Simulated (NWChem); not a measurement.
System meant: SeBrCl; SMILES Cl[Se]Br

The following NWChem deck was run.

```
start job
memory heap 200 mb stack 900 mb global 1100 mb
geometry units angstroms noautoz
  Se     0.744583    -0.581365     0.000000
  Cl    -0.980607    -1.905136     0.000000
  Br    -0.241467     1.510552     0.000000
end
basis spherical
  * library def2-svp
end
dft
  odft
  mult 2
  xc pbe0
  iterations 150
  mulliken
end
task dft energy
```

End of the output:

```
 Summary of "ao basis" -> "" (spherical)
 ------------------------------------------------------------------------------
       Tag                 Description            Shells   Functions and Types
 ---------------- ------------------------------  ------  ---------------------
 *                          def2-svp                  on all atoms

                                 NWChem DFT Module
                                 -----------------

 Summary of "ao basis" -> "ao basis" (spherical)
 ------------------------------------------------------------------------------
       Tag                 Description            Shells   Functions and Types
 ---------------- ------------------------------  ------  ---------------------
 Se                         def2-svp                12       32   5s4p3d
 Cl                         def2-svp                 8       18   4s3p1d
 Br                         def2-svp                12       32   5s4p3d

 Summary of "ao basis" -> "ao basis" (spherical)
 ------------------------------------------------------------------------------
       Tag                 Description            Shells   Functions and Types
 ---------------- ------------------------------  ------  ---------------------
 Se                         def2-svp                12       32   5s4p3d
 Cl                         def2-svp                 8       18   4s3p1d
 Br                         def2-svp                12       32   5s4p3d

      Symmetry analysis of basis
      --------------------------

        a'         57
        a"         25

  number of electrons :                   86
  multiplicity        :                    2
 ------------------------------------------------------------------------
  no. of electrons and multiplicity not compatible                  86
 ------------------------------------------------------------------------
 ------------------------------------------------------------------------
  current input line :
    18: task dft energy
 ------------------------------------------------------------------------
 ------------------------------------------------------------------------
 There is an error in the input file
 ------------------------------------------------------------------------
 For more information see the NWChem manual at https://nwchemgit.github.io

0: no. of electrons and multiplicity not compatible:Received an Error in Communication
```

### Question
Can this run be used? If not, why, and what is the fix?

### Answer
The program refused the input. Cause: the multiplicity doesn't fit the number of electrons (an even count wants an odd multiplicity, and the reverse). This input runs:
```
start job
memory heap 200 mb stack 900 mb global 1100 mb
geometry units angstroms noautoz
  Se     0.744583    -0.581365     0.000000
  Cl    -0.980607    -1.905136     0.000000
  Br    -0.241467     1.510552     0.000000
end
basis spherical
  Se library def2-svp
  Cl library def2-svp
  Br library def2-svp
end
dft
  xc pbe0
  iterations 150
  mulliken
end
task dft energy
```
It converges to -5434.43131 Ha (PBE0/def2-SVP).
